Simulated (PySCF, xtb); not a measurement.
F2O2W, SMILES [O]=[W]([F])(=[O])[F] (connectivity only; charge and spin as stated), charge -1, multiplicity 2.

Harmonic wavenumbers (cm⁻¹) from GFN2-xTB (xtb) at its own minimum, in rising order: 77, 172, 205, 241, 260, 324, 380, 773, 797.

Q: What does PySCF 2.14.0 with B3LYP-D3(BJ)/def2-SVPD give at its own minimum? (Estimate from the structure and the level; the computed values follow.)

A: 80, 180, 209, 254, 308, 526, 581, 912, 961. Paired by order, the mean absolute difference is 87 cm⁻¹ and the zero-point energies are 4.6 and 5.7 kcal/mol.
